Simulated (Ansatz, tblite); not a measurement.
Forces on the cluster Ti6⁺ at its PBE-D4/def2-SVP geometry. Total charge 1; doublet.

The xTB rows come from tblite. At r2SCAN-D4/def2-TZVP the charge 1 doublet is spin-contaminated (final ⟨S²⟩ up to 3.44, 0.75 for a pure state). The structure comes from a short search, and lower isomers may exist.

GFN1-xTB (tblite), largest force 3.81 eV/Å:

```xyz
6
positions Å, forces eV/Å
Ti   -1.294   -0.140   -1.266   -3.100    0.287   -2.193
Ti    1.292    0.148    1.279    3.087   -0.253    2.071
Ti    1.244   -0.061   -1.445    2.640    0.604   -2.163
Ti    0.102   -1.822   -0.016    0.207   -3.702    0.853
Ti   -0.103    1.829    0.017   -0.129    3.617   -0.835
Ti   -1.241    0.046    1.431   -2.706   -0.553    2.267
```

GFN2-xTB (tblite), largest force 4.78 eV/Å:

```
Ti -3.815 0.426 -2.393
Ti 3.831 -0.434 2.246
Ti 3.598 0.970 -2.747
Ti 0.130 -4.180 1.268
Ti -0.055 4.128 -1.267
Ti -3.690 -0.910 2.892
```

r2SCAN-D4/def2-TZVP (Ansatz), largest force 0.44 eV/Å:

```
Ti 0.050 -0.307 -0.221
Ti 0.007 0.309 0.250
Ti 0.080 -0.204 -0.382
Ti -0.091 -0.181 -0.323
Ti 0.094 0.238 0.327
Ti -0.140 0.145 0.350
```
